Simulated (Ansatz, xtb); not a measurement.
**FH4OSi2−: where a starting geometry ends**

The starting geometry of this gas-phase singlet has its atoms placed at random.

```xyz
8

F     0.5390    2.0627   -0.2104
O    -1.2395   -0.4886    0.6121
Si   -0.7163    1.8144    0.7137
Si    0.8338   -0.5719   -0.6896
H     0.1719    0.6143    1.5706
H    -2.0829    0.8553   -0.3654
H    -1.5174   -1.5118    0.7092
H     1.2708   -1.2363    1.0914
```

**Question.** Guess where an optimisation with r2SCAN-D4/def2-SVPD ends from this start.

**Answer.** It ends as a structure with H5 bridging Si3 and Si4, given below by its coordinates. Contacts that close: O2–Si4 (2.45 → 1.74 Å), Si3–H6 (1.99 → 1.55 Å), Si4–H5 (2.64 → 1.68 Å), Si4–H8 (1.95 → 1.55 Å).

The energy falls by 7.06 eV over 23 steps:

```
step  E − E(last) (eV)
   1             7.056
   3             3.049
   6             0.546
   8             0.230
  11             0.106
  13             0.085
  16             0.015
  18             0.003
  21             0.000
  23             0.000
```

Final geometry (Å):

```xyz
8

F     0.2611    2.8382    0.6473
O    -1.2057   -1.5388    0.4679
Si   -0.7456    1.4535    0.7436
Si    0.3908   -1.2228   -0.1389
H     0.2818    0.4560   -0.1582
H    -1.4859    1.6864   -0.5966
H    -1.4144   -1.0319    1.2722
H     1.1773   -1.1025    1.1942
```

From the same start GFN2-xTB ends elsewhere, in pieces: FH4Si + OSi.

From so rough a start the end depends on the optimiser's path, so another program may land elsewhere. No frequencies were run, so the end isn't proven a minimum. Run with Ansatz 0.2.0, 30 s on 2 threads of Intel(R) Xeon(R) 6975P-C (Granite Rapids), with other jobs on the host.
